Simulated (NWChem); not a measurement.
Program: NWChem. System: SZn, charge 0, spin multiplicity 1, at a geometry optimised with B3LYP/def2-SVP. The structure started from a generated list of species. Level: CCSD(T)/def2-TZVP, 14 core orbitals frozen.

Job file:

```
start mol
memory heap 100 mb stack 700 mb global 1900 mb
geometry units angstroms nocenter noautoz
  Zn     0.000000     0.000000     0.721502
  S      0.000000     0.000000    -1.352816
  symmetry group C2v
end
basis spherical
  * library def2-tzvp
end
scf
  rhf
  nopen 0
  maxiter 100
  thresh 1e-7
  semidirect memsize 60000000 filesize 0
end
tce
  freeze core 14
  ccsd(t)
  2eorb
  2emet 13
  thresh 1e-6
  maxiter 100
  tilesize 24
end
task tce energy
```

Part of the output:

```
             Northwest Computational Chemistry Package (NWChem) 7.3.0
             --------------------------------------------------------

                                NWChem Input Module
                                -------------------

 Scaling coordinates for geometry "geometry" by  1.889725989
 (inverse scale =  0.529177249)

 Turning off AUTOSYM since
 SYMMETRY directive was detected!

                             Geometry "geometry" -> ""
                             -------------------------

 Output coordinates in angstroms (scale by  1.889725989 to convert to a.u.)

  No.       Tag          Charge          X              Y              Z
 ---- ---------------- ---------- -------------- -------------- --------------
    1 Zn                  30.0000     0.00000000     0.00000000     0.72150200
    2 S                   16.0000     0.00000000     0.00000000    -1.35281600

 Effective nuclear repulsion energy (a.u.)     122.4523334994

            Nuclear Dipole moment (a.u.)
            ----------------------------
        X                 Y               Z
 ---------------- ---------------- ----------------
     0.0000000000     0.0000000000     0.0000075589

      Symmetry information
      --------------------

 Group name             C2v
 Group number             16
 Group order               4
 No. of unique centers     2

      Symmetry unique atoms

     1    2


 Summary of "ao basis" -> "" (spherical)
 ------------------------------------------------------------------------------
       Tag                 Description            Shells   Functions and Types
 ---------------- ------------------------------  ------  ---------------------
 *                         def2-tzvp                  on all atoms

 Summary of "ao basis" -> "ao basis" (spherical)
 ------------------------------------------------------------------------------
       Tag                 Description            Shells   Functions and Types
 ---------------- ------------------------------  ------  ---------------------
 Zn                        def2-tzvp                16       48   6s5p4d1f
 S                         def2-tzvp                13       37   5s5p2d1f

                                 NWChem SCF Module
                                 -----------------

  ao basis        = "ao basis"
  functions       =    85
  atoms           =     2
  closed shells   =    23
  open shells     =     0
  charge          =   0.00
  wavefunction    = RHF
  use symmetry    = T
  symmetry adapt  = T

 Summary of "ao basis" -> "ao basis" (spherical)
 ------------------------------------------------------------------------------
       Tag                 Description            Shells   Functions and Types
 ---------------- ------------------------------  ------  ---------------------
 Zn                        def2-tzvp                16       48   6s5p4d1f
 S                         def2-tzvp                13       37   5s5p2d1f

      Symmetry analysis of basis
      --------------------------

        a1         37
        a2          8
        b1         20
        b2         20

 Forming initial guess at       0.1s

      Superposition of Atomic Density Guess
      -------------------------------------

 Sum of atomic energies:       -2175.28656118

      Non-variational initial energy
      ------------------------------

 Total energy =   -2175.453423
 1-e energy   =   -3277.804303
 2-e energy   =     979.898546
 HOMO         =      -0.313717
 LUMO         =      -0.133671
[...]
    19      0.949945  1 Zn px                66     -0.373531  2 S  px
    16      0.176754  1 Zn px

 center of mass
 --------------
 x =   0.00000000 y =   0.00000000 z =   0.05660529

 moments of inertia (a.u.)
 ------------------
         327.486787843791           0.000000000000           0.000000000000
           0.000000000000         327.486787843791           0.000000000000
           0.000000000000           0.000000000000           0.000000000000

  Mulliken analysis of the total density
  --------------------------------------

    Atom       Charge   Shell Charges
 -----------   ------   -------------------------------------------------------
    1 Zn  30    29.40   2.00  2.00  1.19  0.79  0.73  0.21  5.99  4.77  1.24  0.28  0.16  5.47  3.39  1.10  0.08  0.00
    2 S   16    16.60   2.01  0.49  1.48  1.06  0.86  4.18  1.70  0.85  2.30  1.65  0.01  0.03  0.00

       Multipole analysis of the density wrt the origin
       ------------------------------------------------

     L   x y z        total         open         nuclear
     -   - - -        -----         ----         -------
     0   0 0 0     -0.000000      0.000000     46.000000

     1   1 0 0      0.000000      0.000000      0.000000
     1   0 1 0      0.000000      0.000000      0.000000
     1   0 0 1      2.838383      0.000000      0.000008

     2   2 0 0    -21.364892      0.000000      0.000000
     2   1 1 0      0.000000      0.000000      0.000000
     2   1 0 1     -0.000000      0.000000      0.000000
     2   0 2 0    -21.364892      0.000000      0.000000
     2   0 1 1     -0.000000      0.000000      0.000000
     2   0 0 2    -18.243759      0.000000    160.336260

                   NWChem Extensible Many-Electron Theory Module
                   ---------------------------------------------


            General Information
            -------------------
      Number of processors :     1
         Wavefunction type : Restricted Hartree-Fock
          No. of electrons :    46
           Alpha electrons :    23
            Beta electrons :    23
           No. of orbitals :   170
            Alpha orbitals :    85
             Beta orbitals :    85
        Alpha frozen cores :    14
         Beta frozen cores :    14
     Alpha frozen virtuals :     0
      Beta frozen virtuals :     0
         Spin multiplicity : singlet
    Number of AO functions :    85
       Number of AO shells :    29
        Use of symmetry is : on
      Symmetry adaption is : on
         Schwarz screening : 0.10D-09

          Correlation Information
          -----------------------
          Calculation type : Coupled-cluster singles & doubles w/ perturbation
   Perturbative correction : (T)
            Max iterations :      100
        Residual threshold : 0.10D-05
     T(0) DIIS level shift : 0.00D+00
     L(0) DIIS level shift : 0.00D+00
     T(1) DIIS level shift : 0.00D+00
     L(1) DIIS level shift : 0.00D+00
     T(R) DIIS level shift : 0.00D+00
     T(I) DIIS level shift : 0.00D+00
   CC-T/L Amplitude update :  5-th order DIIS
                I/O scheme : Global Array Library
        L-threshold :  0.10D-05
        EOM-threshold :  0.10D-05
 no EOMCCSD initial starts read in
 TCE RESTART OPTIONS
 SLICE:      F
 D4D5:       F
 quantumc:   F
 qrotation:  F
 pwtce:      F
 qducc:      F
 nacto:                         0
 nrotv:                         0
 nrot:                          0

            Memory Information
            ------------------
          Available GA space size is     249029575 doubles
          Available MA space size is     104843644 doubles

 Maximum block size supplied by input
 Maximum block size        24 doubles

 tile_dim =     15

 -------------------------------------------------

 Global array virtual files algorithm will be used

 Parallel file system coherency ......... OK

 4-electron integrals stored in orbital form

 v2    file size   =          1417613
 4-index algorithm nr.  13 is used
 imaxsize =       30
 imaxsize ichop =        0


CCSD iterations
 ---------------------------------------------------------
 Iter          Residuum       Correlation     Cpu    Wall
 ---------------------------------------------------------
    1   0.2588561375156  -0.5845257630438     0.5     0.5
    2   0.0612946860406  -0.5436126275413     0.5     0.5
    3   0.0228958961363  -0.5612777638135     0.5     0.5
    4   0.0114524318748  -0.5582424511480     0.5     0.5
    5   0.0053902291125  -0.5606814932483     0.5     0.5
    6   0.0020718086386  -0.5605546140247     0.5     0.5
    7   0.0013606369541  -0.5605015219491     0.5     0.5
    8   0.0006862758267  -0.5605632237903     0.5     0.5
    9   0.0005631985970  -0.5605548612069     0.5     0.5
   10   0.0003232653218  -0.5605908324652     0.5     0.5
   11   0.0001077596961  -0.5606224840602     0.5     0.5
   12   0.0000569731128  -0.5606128951875     0.5     0.5
   13   0.0000393628668  -0.5606124892795     0.5     0.5
   14   0.0000247201613  -0.5606114641128     0.5     0.5
   15   0.0000176346292  -0.5606112217354     0.5     0.5
   16   0.0000044760979  -0.5606105959580     0.5     0.5
   17   0.0000029635539  -0.5606107410164     0.5     0.5
   18   0.0000015132385  -0.5606108712448     0.5     0.5
   19   0.0000012210834  -0.5606108915375     0.5     0.5
   20   0.0000007013960  -0.5606109617461     0.5     0.5
 -----------------------------------------------------------------
 Iterations converged
 CCSD correlation energy / hartree =        -0.560610961746077
 CCSD total energy / hartree       =     -2175.861091320420201

 Singles contributions

 Doubles contributions
    24a1  (alpha)    24a1  (beta ) ---    21a1  (alpha)    21a1  (beta )       -0.1175722907
 CCSD(T)
 Using plain CCSD(T) code
             total no. of tasks          925
 total no. of tasks / no. procs          925
                         wl_min          343           2.6
                         wl_max       187200           7.6
        thresh for no. of tasks          925

 CCSD[T]  correction energy / hartree =        -0.025360808419214
 CCSD[T] correlation energy / hartree =        -0.585971770165292
 CCSD[T] total energy / hartree       =     -2175.886452128839210
 CCSD(T)  correction energy / hartree =        -0.022692488876684
 CCSD(T) correlation energy / hartree =        -0.583303450622762
 CCSD(T) total energy / hartree       =     -2175.883783809296801

 Task  times  cpu:       26.9s     wall:       26.9s

 Total times  cpu:       27.0s     wall:       27.0s
```
